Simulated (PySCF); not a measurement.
## Removing an electron from `C=CC/C(C)=C(\C)[O][GeH3]`

Species: C₇H₁₄GeO.
Geometry (PBE0-D3(BJ)/def2-SVP, Å), atoms numbered from 1 in this order:
```
atom  x, y, z in Å
C1    -3.0333   -1.1610    0.0254
C2    -2.3842   -0.0088   -0.1486
C3    -1.5136    0.6594    0.8746
C4    -0.1238    0.9470    0.3487
C5     0.1026    2.3163   -0.2132
C6     0.8514    0.0163    0.3542
C7     0.7135   -1.3861    0.8558
O8     2.0997    0.3471   -0.0886
Ge9    3.0496   -0.6446   -1.2452
H10   -2.9836   -1.7055    0.9748
H11   -3.6422   -1.6023   -0.7680
H12   -2.4590    0.5030   -1.1167
H13   -1.9742    1.6213    1.1626
H14   -1.4890    0.0501    1.7915
H15   -0.0263    3.0880    0.5658
H16   -0.6333    2.5458   -1.0039
H17    1.1103    2.4184   -0.6336
H18    0.8677   -2.1128    0.0379
H19    1.4761   -1.5953    1.6240
H20   -0.2784   -1.5891    1.2740
H21    4.1414    0.3182   -1.7239
H22    2.1244   -1.0988   -2.3905
H23    3.6553   -1.8586   -0.5171
```

Level: B3LYP/def2-SVPD (PySCF). Frontier orbitals with their largest atomic shares (Löwdin; up to four atoms above 4 %):

```csv
orbital,ε (eV),main atoms
HOMO−3,-9.14,"O8 16 %, Ge9 14 %, H22 12 %, C3 10 %"
HOMO−2,-8.08,"O8 51 %, Ge9 9 %, C7 8 %, H23 8 %"
HOMO−1,-7.17,"C1 38 %, C2 34 %, C3 8 %"
HOMO,-5.80,?
LUMO,-0.30,"Ge9 35 %, H22 11 %, O8 11 %, H23 10 %"
LUMO+1,-0.06,"Ge9 40 %, H21 11 %, H22 11 %, H23 10 %"
LUMO+2,0.11,"C2 27 %, C1 26 %, Ge9 8 %, H10 5 %"
```

Problem. What vertical ionisation energy does ΔSCF give, and how far is −ε(HOMO) from it?

Solution. ΔSCF: 7.69 eV (742 kJ/mol; threshold wavelength 161 nm); ⟨S²⟩ of the doublet left behind is 0.753, against 0.75 for a pure doublet. −ε(HOMO) is 5.80 eV, 1.89 eV below it. For the exact functional −ε(HOMO) would equal the first vertical ionisation energy; B3LYP (global hybrid, 20 % exact exchange) falls short of its own ΔSCF value by 25 %. Holes in the HOMO−1 and HOMO−2 were tried too where these lie within 1.2 eV of the HOMO; the lowest converged state counts.

Problem. On which atoms does the HOMO lie?

Solution. C4 (fully substituted alkene carbon) 30 %, C6 (vinylic carbon bearing oxygen) 24 %, O8 (oxygen bonded to C and Ge) 16 %, C5 (allylic carbon) 5 %, so no atom holds as much as 40 %. The HOMO−1 lies 1.37 eV lower.

Problem. Shift the occupied levels rigidly so that −ε(HOMO) equals the ΔSCF value. What binding energies result?

Solution. The shift is +1.89 eV: HOMO 7.69, HOMO−1 9.06, HOMO−2 9.97, HOMO−3 11.03 eV. A rigid shift is only a rough guide to the deeper ionisations.

Problem. How many of the 10 lowest singlet excitations (vertical TDDFT, same level) lie below the ionisation energy?

Solution. All 10; they run from 4.72 to 6.52 eV.

Problem. With α = 124.7 au, estimate the like-pair dispersion coefficient by London's formula C6 = (3/4)α²I.

Solution. I = 0.2825 Eh, so C6 ≈ 3290 au, a rough estimate.

The structure is a single PBE0-D3(BJ)/def2-SVP conformer in the gas phase; no vibrational or solvent corrections. The calculation is non-relativistic, for germanium too.
